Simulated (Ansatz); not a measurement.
Job for Ansatz (a program for electronic structure): R-PBE/def2-TZVPPD on CS2 (SMILES [S+]#C[S-]). The basis file is the Basis Set Exchange's JSON of that set.

Ansatz 0.2 input:
```yaml
crystal:
  periodic: [false, false, false]
  atoms:
    - {symbol: S, position_ang: [-0.00000000, -0.00000000, -1.55271358]}
    - {symbol: C, position_ang: [0.00000000, 0.00000000, -0.00000000]}
    - {symbol: S, position_ang: [-0.00000000, -0.00000000, 1.55271358]}
basis:
  gaussian:
    orbitals: def2-TZVPPD.json
hamiltonian:
  xc: {name: PBE}
scf: {lower_state_search: off}
```

**Question.** What total energy does the run end on?

**Answer.** -834.1550 hartree.
